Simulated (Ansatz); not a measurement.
`C[SiH]1[O][AlH]1`. The species carries charge 0 and has multiplicity 1.

```xyz
9

C     0.0049    0.3775   -1.4927
Si   -0.5692   -0.1988    0.1842
O     0.5217   -1.1649    1.0301
Al    0.4277    0.1178    2.2081
H    -0.7152    1.0830   -1.9162
H     0.9808    0.8626   -1.4466
H     0.0728   -0.4794   -2.1707
H    -1.9113   -0.8300    0.0139
H     1.1877    0.2323    3.5900
```

Q: Give the diagnostics of a CCSD(T)/def2-TZVPP run (frozen core, Ansatz 0.2.0). (An estimate is asked.)

A: Computed: T1 = 0.0146, largest single amplitude 0.029, largest double 0.075, (T) share of the correlation energy 3.9 %, 10 CCSD cycles. The RHF solution is stable towards an unrestricted one. T1 lies under the customary mark of 0.02 for closed shells.
